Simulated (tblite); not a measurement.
A tight-binding relaxation on `CC(=O)NCCB(F)F`.

Computed with GFN2-xTB geometry optimisation, gas phase (tblite 0.8.0). Start geometry: from a force field or distance geometry. A driver script takes a list of jobs; this job's settings line and coordinates (Å) are shown.

Command:
```bash
OMP_NUM_THREADS=1 python probes_run.py task.json out
```

Input:
```
{"job": {"kind": "relax", "xc": "GFN2-xTB", "basis": "xTB"}, "charge": 0, "multiplicity": 1}
C      3.079500    -0.259700     0.202900
C      1.824500     0.304900    -0.430400
O      1.887600     0.997300    -1.481100
N      0.561300     0.060800     0.162200
C     -0.648700     0.606300    -0.447900
C     -1.788000     0.155200     0.419600
B     -3.204100     0.633500    -0.050200
F     -3.510300     1.158700    -1.355200
F     -4.099200     1.057400     1.026900
H      3.910900     0.278600    -0.276200
H      3.140800    -1.351200     0.111800
H      3.109500     0.075400     1.281900
H      0.476300    -0.514600     1.052300
H     -0.579000     1.700700    -0.597400
H     -0.735500     0.182900    -1.489400
H     -1.829700    -0.967100     0.413500
H     -1.603000     0.542400     1.446800
```

Output:
```
step      E/eV     max force
  0    -827.07599    3.891
  1    -827.77785    3.134
  2    -827.97599    2.883
  3    -828.11589    1.010
  4    -828.16641    0.514
  5    -828.19783    0.458
  6    -828.20965    0.284
  7    -828.22166    0.252
  8    -828.23003    0.224
  9    -828.23811    0.183
... (158 lines left out)
168    -828.36380    0.024
169    -828.36390    0.014
170    -828.36389    0.043
171    -828.36397    0.016
172    -828.36400    0.012
173    -828.36410    0.015
174    -828.36415    0.018
175    -828.36419    0.012
176    -828.36421    0.013
177    -828.36423    0.009
```

«max force» is the largest atomic force in eV/Å.

From which step on does the largest force stay under 0.1 eV/Å, and how much energy is left to gain from there?

From step 163 (0.077 eV/Å), 1.8 meV above the end.

Main results: energy lowered by 29.7 kcal/mol over 177 steps; largest atomic force 0.009 eV/Å at the end.

How long does this job take on an Arm Neoverse N1 with one thread, shared host with 64 logical CPUs at a one-minute load of 53?

About 1.7 s.
Labels such as C1 count atoms from 1, the log's own numbers from 0.
